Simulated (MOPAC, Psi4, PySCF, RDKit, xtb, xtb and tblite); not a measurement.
Two geometries of C2H8O3Si2, SMILES CO[SiH2][SiH2]C(=O)O, relaxed at GFN2-xTB with one dihedral held; other torsions can differ between them too.

Structure A

```
15

C      1.9803    -1.4264     1.3481
O      1.8391    -0.3472     0.4732
Si     0.5881     0.0999    -0.4537
Si    -1.4338    -0.1105     0.6681
C     -1.1791     0.6225     2.4184
O     -0.6243     0.0638     3.3352
O     -1.6122     1.8849     2.5186
H      1.2339    -1.3772     2.1450
H      1.8743    -2.3757     0.8177
H      2.9770    -1.3724     1.7875
H      1.0466     1.4440    -0.7864
H      0.5377    -0.7356    -1.6669
H     -2.5607     0.6352     0.1036
H     -1.8813    -1.4890     0.9230
H     -1.4254     2.2512     3.4012
```

Structure B

```
15

C      3.1521    -0.2051     0.6206
O      1.7609    -0.2441     0.7135
Si     0.6569     0.1611    -0.4086
Si    -1.2826    -0.3829     0.7044
C     -2.1351     1.2259     1.2945
O     -2.4716     2.1335     0.5724
O     -2.3137     1.2760     2.6199
H      3.5024    -0.8409    -0.1954
H      3.5006     0.8143     0.4411
H      3.5660    -0.5666     1.5623
H      0.8366     1.5650    -0.8125
H      0.8920    -0.6102    -1.6427
H     -2.2562    -0.9799    -0.2200
H     -1.2402    -1.2299     1.9017
H     -2.7399     2.1106     2.8852
```

Which is lower in energy at the level B3LYP-D3(BJ)/def2-SVP // GFN2-xTB in Psi4, and by how much?

A is lower, by 2.15 kcal/mol (dihedral O2–Si3–Si4–C5: 45° in A, 105° in B).

E(B) − E(A) in kcal/mol at the other levels, on the same two geometries: GFN2-xTB (xtb and tblite) 0.06; MMFF94 // GFN2-xTB (RDKit) -1.31; B3LYP/def2-SVP // GFN2-xTB (Psi4) 1.18; PBE/def2-SVP // GFN2-xTB (Psi4) 1.83; PBE-D3(BJ)/def2-SVP // GFN2-xTB (Psi4) 2.42; UFF // GFN2-xTB (RDKit) -2.34; PM3, restricted, heats of formation // GFN2-xTB (MOPAC) 0.76; AM1, restricted, heats of formation // GFN2-xTB (MOPAC) 1.89; GFN1-xTB // GFN2-xTB (xtb) 2.73; restricted B3LYP/6-31G*, spherical d, density fitting // GFN2-xTB (PySCF) 0.94; restricted LDA (SVWN5)/6-31G*, spherical d, density fitting // GFN2-xTB (PySCF) 2.46; restricted Hartree-Fock/STO-3G // GFN2-xTB (PySCF) -0.68; restricted Hartree-Fock/3-21G // GFN2-xTB (PySCF) 0.93.
